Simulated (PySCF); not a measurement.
**Working out the ionisation energy of Br+**

Br+ [Ar] 3d10 4s2 4p4 (3P) → Br(2+) [Ar] 3d10 4s2 4p3 (4S). All numbers are calculated (PySCF 2.14, the non-relativistic Hamiltonian (point nucleus), in def2-TZVPPD (7s6p5d1f, 57 functions)). Frozen: [Ne]. Energies in hartree (1 hartree = 27.21139 eV):

```tsv
part	Br+ (lower)	Br(2+) (upper)
UHF	-2572.003048	-2571.258832
MP2 opposite-spin	-0.193537	-0.170776
MP2 same-spin	-0.088600	-0.084394
```

What does Hartree-Fock give?

(-2571.258832) − (-2572.003048) = 0.744216 hartree = 20.251 eV.

What do MP2 and SCS-MP2 (6/5 opposite-spin, 1/3 same-spin) give?

The opposite-spin parts differ by 0.619 eV and the same-spin parts by 0.114 eV. MP2: 20.251 + (0.619) + (0.114) = 20.984 eV. SCS-MP2: 20.251 + 1.2 × (0.619) + (0.114)/3 = 21.032 eV.

Measured between the centres of the two terms (NIST): 21.409 eV, so MP2 (valence and next inner shell) is off by -0.425 eV.

The calculation is non-relativistic.

What remains against the reference includes basis incompleteness, the frozen core and correlation beyond second order.
